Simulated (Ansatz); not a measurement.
`N[SiH](O)F` + H₂Se → `N[SiH](F)[SeH]` + H₂O  (ligand exchange at the Si–O bond)

Isolated molecules relaxed with PBE0-D4/def2-TZVP in Ansatz; ΔE leaves out vibrations. CCSD(T)/CBS is the MP2 limit (def2-TZVPP, def2-QZVPP) plus CCSD(T) − MP2 in def2-TZVPP, frozen cores. This one scheme is used for every species. DFT in def2-TZVPP. B3LYP here is the variant with VWN-RPA as its local correlation; programs differ in this. For Se outer-core shells are correlated without core-valence functions, which leaves a few kJ/mol of doubt a bond. Scalar relativity is left out up to krypton. Each species was taken in one conformer, which may not be the lowest.

`N[SiH](O)F`:

Cartesian coordinates in Å:
```
N 0.571 0.561 -0.876
Si 0.075 -0.365 0.460
O -1.434 0.043 0.915
F 0.175 -1.875 -0.047
H 1.254 0.202 -1.522
H 0.575 1.567 -0.847
H 0.870 -0.277 1.698
H -2.086 0.145 0.218
```

H₂Se:

```xyz
3

Se    0.658   -0.125    0.142
H    -0.134    1.092   -0.062
H    -0.523   -0.967   -0.079
```

`N[SiH](F)[SeH]`:

Z-matrix (Å, degrees):
```
Si
F 1 1.597
Se 1 2.261 2 113.9
N 1 1.695 2 105.7 3 119.9
H 1 1.481 2 105.0 3 -114.3
H 3 1.469 1 92.3 2 71.4
H 4 1.005 1 121.5 2 -160.7
H 4 1.007 1 121.9 2 42.1
```

H₂O:

```xyz
3

O    -0.127   -0.015   -0.368
H    -0.373   -0.591    0.360
H     0.500    0.606    0.008
```

```tsv
level	ΔE (kJ/mol)
B3LYP-D4	55.8
r2SCAN0	55.7
```

(1) What does CCSD(T)/CBS give? (Best estimate.)

Largest T1 diagnostic among the species: 0.011.

## Answers

(1) Computed: +50.7 kJ/mol. The listed levels differ from it by 5.1, 5.0 kJ/mol.

In def2-TZVPP, CCSD(T) changes the Hartree–Fock value by −15.3 kJ/mol (the triples alone add −2.8 kJ/mol) and MP2 by −19.9 kJ/mol. The D4 term adds −6.1 kJ/mol with B3LYP and −3.3 kJ/mol with PBE0; it sums over pairs of atoms, weighted by their polarisabilities, and B3LYP, whose exchange is more repulsive, gets the larger term. From BLYP to BHLYP (50 % exact exchange), in def2-TZVPP and without D4, ΔE moves by +6.2 kJ/mol.
